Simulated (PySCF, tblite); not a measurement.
Compound: C4H12O2SSi2.
Geometry (GFN2-xTB, Å), atoms numbered from 1 in this order:
```xyz
21
C4H12O2SSi2 angstrom
C     -2.2113   -1.1922   -0.5820
C     -0.8276   -0.7188   -1.0036
C     -0.1497    0.1776    0.0311
S      0.0783   -0.7474    1.6046
Si     2.0328   -1.5181    1.1609
C     -0.9386    1.4777    0.3071
O     -0.0539    2.5582    0.2831
Si     1.4349    2.1437   -0.2354
O      1.1171    0.5386   -0.4244
H     -2.1546   -1.7029    0.3760
H     -2.6057   -1.8819   -1.3237
H     -2.9007   -0.3574   -0.4835
H     -0.1809   -1.5829   -1.1712
H     -0.8813   -0.1566   -1.9404
H      2.1664   -2.5398    2.1894
H      3.0322   -0.4704    1.3050
H      2.0116   -2.1044   -0.1715
H     -1.6969    1.6332   -0.4675
H     -1.4247    1.4356    1.2845
H      1.7411    2.6496   -1.5613
H      2.4027    2.3755    0.8224
```

Jobs on this species (21 atoms, 96 electrons) with PySCF (density fitting) and tblite. Hardware of each: an Intel Xeon at 2.50 GHz with one thread, no GPU, on a shared host. Other jobs ran on the host; a repeat could differ by tens of per cent or more.

Task: Rank these jobs by wall time, shortest first.
A. GFN2-xTB; Hessian by finite differences
B. GFN2-xTB; L-BFGS relaxation
C. PBE0/pcSseg-1; shieldings, ring-centre shieldings, charges and field gradients; 234 basis functions

Result: A (3.7 s), B (8.5 s), C (2.5 min).

All jobs:

```tsv
level and settings	work	basis functions	SCF cycles	wall time
GFN2-xTB	Hessian by finite differences	–	–	3.7 s
GFN2-xTB	L-BFGS relaxation	–	–	8.5 s
PBE0/pcSseg-1	shieldings, ring-centre shieldings, charges and field gradients	234	13	2.5 min
```

Task: What do all jobs in the table cost together?

Result: About 2.7 min; the longest takes about 92 % of that, and about 41 times as long as the shortest.
